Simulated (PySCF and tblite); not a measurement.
Values are calculated unless marked as measured or tabulated.
System: C₆H₇FN₂, numbered as in [CH2:1]=[C:2]([CH3:3])[c:4]1[cH:5][n:6][nH:7][c:8]1[F:9].

Geometries: PBE0-D3(BJ)/def2-SVP; energies: CAM-B3LYP/pcSseg-1 + D3(BJ); zero-point and thermal terms from GFN2-xTB harmonic modes (soft modes blended into free rotors). Rate constants are transition-state-theory values, counting equivalent paths, without tunnelling. (PySCF 2.14 with density fitting, tblite 0.8.)

Tunnelling of the moving H, left out here, will speed the real process. In real samples such hydrogens mostly exchange between molecules or through solvent, far faster than by this path.

Problem. How high is the barrier to the shift of H on N7 from N7 to N6, through which structure does it pass, and what rate follows at 298 K?

Solution. The electronic barrier is 49.4 kcal/mol and ΔG‡(298 K) 45.4 kcal/mol, over a C1 saddle with an imaginary mode of 1619i cm⁻¹ (GFN2-xTB). With 2 equivalent paths, k is 6.7×10⁻²¹ s⁻¹. The end lies 4.1 kcal/mol below the start in free energy.
